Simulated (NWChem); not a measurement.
Spin states of H2B

SMILES: [BH2]
```xyz
3

B      0.0000     0.0000     0.1478
H      1.0882     0.0000    -0.3696
H     -1.0882     0.0000    -0.3696
```
Charge 0, spin multiplicity 2.

All runs are NWChem calculations. The geometry was optimised at UPBE0/def2-SVP, a minimum by its harmonic frequencies.

Basis set: def2-TZVP. The gap is E(quartet) − E(doublet) at the geometry of the doublet, so a negative value puts the higher spin lower. Open shells are unrestricted, coupled cluster uses restricted open-shell references. The quartet is the single determinant that the SCF runs reached, with unpaired electrons in orbitals of symmetry a1 and b1 and b2 (C2v labels); it need not be the lowest quartet, which in molecules with degenerate π orbitals can need several determinants.

```json
[
 {"method": "BLYP", "vertical doublet-quartet gap (kcal/mol)": "121.1", "difference from CCSD(T)": "-0.1"},
 {"method": "CAM-B3LYP", "vertical doublet-quartet gap (kcal/mol)": "124.4", "difference from CCSD(T)": "+3.3"},
 {"method": "B2PLYP", "vertical doublet-quartet gap (kcal/mol)": "124.9", "difference from CCSD(T)": "+3.7"},
 {"method": "MP2", "vertical doublet-quartet gap (kcal/mol)": "122.3", "difference from CCSD(T)": "+1.1"},
 {"method": "B3LYP", "vertical doublet-quartet gap (kcal/mol)": "123.8", "difference from CCSD(T)": "+2.6"},
 {"method": "CCSD(T)", "vertical doublet-quartet gap (kcal/mol)": "121.2", "difference from CCSD(T)": "0.0"},
 {"method": "PBE", "vertical doublet-quartet gap (kcal/mol)": "115.0", "difference from CCSD(T)": "-6.2"},
 {"method": "HF", "vertical doublet-quartet gap (kcal/mol)": "119.9", "difference from CCSD(T)": "-1.2"}
]
```

The values span 10.0 kcal/mol, from PBE (lowest) to B2PLYP (highest). 

The correlated methods keep 1 core orbital frozen. B3LYP has NWChem's definition, with VWN1-RPA local correlation. The structure started from a generated list of species. The unpaired electrons of the parent sit in orbitals of symmetry a1 (C2v labels of the run); other states weren't searched. The stability of the SCF solutions was not checked. Open-shell Hartree-Fock references start from PBE0 orbitals. Coupled-cluster values serve here as a point of comparison, not as the truth.
